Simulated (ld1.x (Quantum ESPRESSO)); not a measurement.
**hafnium (Hf): one change to a TM potential, before and after**

```
Element                 : hafnium
Generator               : ld1.x (Quantum ESPRESSO) 7.5
Type                    : norm-conserving Troullier–Martins (Kleinman–Bylander form)
Functional              : PBEsol
Relativity              : fully relativistic
Frozen core             : [Kr] 4d10 4f14
Valence charge          : 12
Reference configuration : 5s2 5p6 5d3 6s1 6p0
Partial waves           : 5s (bound): rc 1.25 bohr; 5p (bound): rc 1.80 bohr; 5d (bound): rc 3.00 bohr
Local potential         : all-electron potential smoothed inside 1.60 bohr (lloc = -1)
Core correction         : none
```

Open shells are filled in proportion to 2j + 1 (rel_dist='average').

Occupied shells without a wave of their own: 6s. They enter only through the test configuration that unscreens the potential.

All-electron outer shells of the reference configuration (PBEsol, scalar-relativistic, ld1.x):

```tsv
shell	level (eV)	outermost node (bohr)	outermost maximum (bohr)
4d	-205.14	0.23	0.47
5s	-65.64	0.55	1.01
5p	-34.30	0.60	1.16
4f	-15.48	–	0.45
6s	-4.76	1.37	2.96
5d	-2.00	0.67	1.73
6p	-1.25	1.67	4.20
```

Change: functional LDA (PZ).

Cutoffs: the cutoffs (Ry, on a coarse ladder) from which the occupation-weighted sum of valence levels, in a spherical-Bessel basis at the reference potential, stays within 10 and 1 mRy of its value at 400 Ry; they do not see the model core or the augmentation charge, which bear on the density cutoff. Errors are all-electron minus pseudo energies relative to the spin-unpolarised reference configuration.

Q: What does the change do?

A: Of the 7 tests that both files solve, the error grows in 5 and shrinks in 0 by more than 15 % and 0.3 meV (median size 46.0 → 52.5 meV); neither file shows a bound ghost.

| quantity | base | changed |
| --- | --- | --- |
| bound ghosts | none | none |
| error for 5s2 5p6 5d2 6s2 6p0, meV [ΔE -2.59 → -2.58 eV] | -31 | -38 |
| error for 5s2 5p6 5d2 6s1 6p0, meV [ΔE 5.42 → 5.62 eV] | -0.2 | +0.7 |
| error for 5s2 5p6 5d2 6s0 6p0, meV [ΔE 19.58 → 20.12 eV] | +60 | +69 |
| error for 5s2 5p6 5d1 6s2 6p0, meV [ΔE 3.95 → 4.15 eV] | -32 | -40 |
| error for 5s2 5p6 5d3 6s0 6p0, meV [ΔE 7.42 → 7.65 eV] | +46 | +53 |
| error for 5s2 5p6 5d1 6s0 6p0, meV [ΔE 41.35 → 42.21 eV] | +87 | +101 |
| error for 5s1 5p6 5d2 6s2 6p0, meV [ΔE 70.44 → 70.62 eV] | -343 | -346 |
| s: phases at 3.25 bohr within 0.05 rad from the reference energy up to (Ry; the scan ends near 5) | n/a | 3.1 |
| p1/2: phases at 3.25 bohr within 0.05 rad from the reference energy up to (Ry; the scan ends near 5) | 3.6 | 3.6 |
| p3/2: phases at 3.25 bohr within 0.05 rad from the reference energy up to (Ry; the scan ends near 5) | 3.7 | 3.7 |
| d3/2: phases at 3.25 bohr within 0.05 rad from the reference energy up to (Ry; the scan ends near 5) | 1.5 | 1.5 |
| d5/2: phases at 3.25 bohr within 0.05 rad from the reference energy up to (Ry; the scan ends near 5) | 1.6 | 1.5 |

Base: The 6s level has no wave, so the channel is fitted at the deeper level alone: the likely source of the large errors. Changed file: The 6s level has no wave, so the channel is fitted at the deeper level alone: the likely source of the large errors.
